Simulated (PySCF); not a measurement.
**Magnetisability: `F[SiH-]C[SiH3]`, [CH$_{6}$FSi$_{2}$]-, charge -1**

Molfile (atoms numbered from 1):
```
CH6FSi2
     RDKit          3D

 10  9  0  0  0  0  0  0  0  0999 V2000
   -2.8331   -0.3174    0.7595 F   0  0  0  0  0  0  0  0  0  0  0  0
   -1.4200    0.5420    0.2478 Si  0  0  0  0  0  3  0  0  0  0  0  0
   -0.0893   -0.8458    0.2974 C   0  0  0  0  0  0  0  0  0  0  0  0
    1.1994    0.5021    0.4168 Si  0  0  0  0  0  4  0  0  0  0  0  0
   -1.8006    0.4798   -1.2154 H   0  0  0  0  0  0  0  0  0  0  0  0
    0.0392   -1.5162   -0.5575 H   0  0  0  0  0  0  0  0  0  0  0  0
   -0.1009   -1.4587    1.2017 H   0  0  0  0  0  0  0  0  0  0  0  0
    2.6140   -0.0431    0.3203 H   0  0  0  0  0  0  0  0  0  0  0  0
    1.2205    1.1940    1.7099 H   0  0  0  0  0  0  0  0  0  0  0  0
    1.1798    1.4681   -0.6879 H   0  0  0  0  0  0  0  0  0  0  0  0
  1  2  1  0
  2  3  1  0
  3  4  1  0
  2  5  1  0
  3  6  1  0
  3  7  1  0
  4  8  1  0
  4  9  1  0
  4 10  1  0
M  CHG  1   2  -1
M  END
```

Computed with GIAO wB97X-D/def2-TZVP magnetisability, rotational g tensor and spin-rotation constants, non-relativistic, gas phase in PySCF. Geometry: GFN2-xTB.

For an ion the centre-of-mass motion in the field is neglected.

Task: What are the magnetisability and the molar susceptibility?

Result: Isotropic -867 × 10⁻³⁰ J/T², or -52.2 × 10⁻⁶ cm³/mol; principal values -988, -854, -761 × 10⁻³⁰ J/T², anisotropy 197 × 10⁻³⁰ J/T² (root of half the summed squared differences of the principal values). The susceptibility is in cgs units.

Task: Split it along the inertial axes a, b, c into diamagnetic and paramagnetic parts about the centre of mass, with the quadrupole moment.

Result: 
```tsv
axis	χ (10⁻⁶ cm³/mol)	diamagnetic (10⁻⁶ cm³/mol)	paramagnetic (10⁻⁶ cm³/mol)	summed x² of all electrons (Å²)	quadrupole Θ (D Å)
a	-54.7	-200.7	146.0	135.2	-16.14
b	-49.7	-650.7	601.0	29.1	+6.74
c	-52.3	-697.3	645.0	18.2	+9.40
```
Anisotropies 2χaa − χbb − χcc = -7.3 and 2χbb − χaa − χcc = +7.5 × 10⁻⁶ cm³/mol. Θ is traceless in Buckingham's convention.

Task: And the rotational g tensor?

Result: 
| axis | rotational constant (GHz) | g | nuclear part | electronic part |
| --- | --- | --- | --- | --- |
| a | 12.8768 | -0.1844 | 0.6987 | -0.8831 |
| b | 2.1128 | -0.0485 | 0.5480 | -0.5966 |
| c | 1.9491 | -0.0439 | 0.5467 | -0.5906 |

Asymmetric top; isotopes 12C, 19F, 1H, 28Si; no vibrational averaging.
